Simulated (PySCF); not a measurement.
F3Hf, charge +1, multiplicity 1. Atoms are numbered in the order given.

```xyz
4

Hf     0.0000     0.0000     0.1740
F      1.4950    -0.8631    -0.4641
F     -1.4950    -0.8631    -0.4641
F      0.0000     1.7263    -0.4641
```
Charge +1, spin multiplicity 1.

Geometry: PBE0-D3(BJ)/def2-TZVP. The spin state was assumed, not searched. The isomer is the one that the SMILES or the coordinates give; other isomers of the formula were not compared. The def2 effective core potentials stand for the cores of Hf; spin–orbit coupling is left out.

Computed with PBE/def2-TZVPD run with PySCF.

Symmetry labels are those of the subgroup Cs that the program uses (full group C3v).

Computed valence orbital energies around the gap with their symmetry:
| orbital | symmetry | energy (eV) |
|---|---|---|
| HOMO−7 | A' | -17.56 |
| HOMO−6 | A' | -17.41 |
| HOMO−5 | A" | -17.08 |
| HOMO−4 | A' | -17.08 |
| HOMO−3 | A' | -16.62 |
| HOMO−2 | A' | -16.19 |
| HOMO−1 | A" | -16.19 |
| HOMO | A" | -16.15 |
| LUMO | A' | -10.41 |
| LUMO+1 | A" | -8.72 |
| LUMO+2 | A' | -8.72 |
| LUMO+3 | A' | -6.93 |
